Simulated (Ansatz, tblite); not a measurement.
Breaking a bond: GeH, doublet. Each curve is given relative to its own lowest point near equilibrium.

| R / Å | A | B | C |
|---|---|---|---|
| 1.20 | 198.6 | 200.3 | 207.8 |
| 1.28 | 112.3 | 111.9 | 107.0 |
| 1.37 | 51.7 | 50.1 | 46.3 |
| 1.43 | 26.8 | 25.1 | 23.9 |
| 1.51 | 7.6 | 6.4 | 7.5 |
| 1.56 | 1.9 | 1.3 | 2.4 |
| 1.60 | 0.0 | 0.0 | 0.5 |
| 1.64 | 0.1 | 0.8 | 0.0 |
| 1.68 | 2.0 | 3.3 | 0.8 |
| 1.77 | 11.0 | 13.8 | 6.1 |
| 1.88 | 28.3 | 33.0 | 17.5 |
| 2.00 | 51.8 | 58.3 | 34.6 |
| 2.16 | 86.6 | 94.5 | 63.6 |
| 2.39 | 137.3 | 145.0 | 110.8 |
| 2.63 | 185.3 | 190.0 | 161.2 |
| 2.86 | 221.3 | 222.7 | 206.7 |
| 3.23 | 254.8 | — | 269.1 |
| 3.58 | 269.7 | — | 312.5 |
| 3.87 | 275.3 | — | 336.5 |
| 4.31 | 278.3 | — | 356.1 |
| 4.76 | 279.3 | — | — |
| 5.67 | 279.7 | — | — |
| 6.46 | 279.8 | — | — |

Energies in kJ/mol.

Match the curves with the methods GFN2-xTB, 300 K electronic temperature in tblite; CCSD(T) on ROHF/cc-pVTZ, cores with 3d frozen run with Ansatz (a first-principles code); unrestricted PBE/cc-pVTZ (Ansatz).

A is UKS-PBE; B is ROCCSD(T); C is GFN2-xTB.

A dash means that the run gave no value there, or that the column was ended at a point which the program doubted or which failed a test of continuity chosen for this set; such a test can also cut sound points.

The T1 diagnostic of CCSD on the restricted reference of ROCCSD(T) exceeds 0.045 at 2.63 to 2.86 Å. The unrestricted determinant behind UKS-PBE is spin-contaminated at 2.86 to 6.46 Å (<S²> up to 1.8, against 0.75 for a pure doublet).
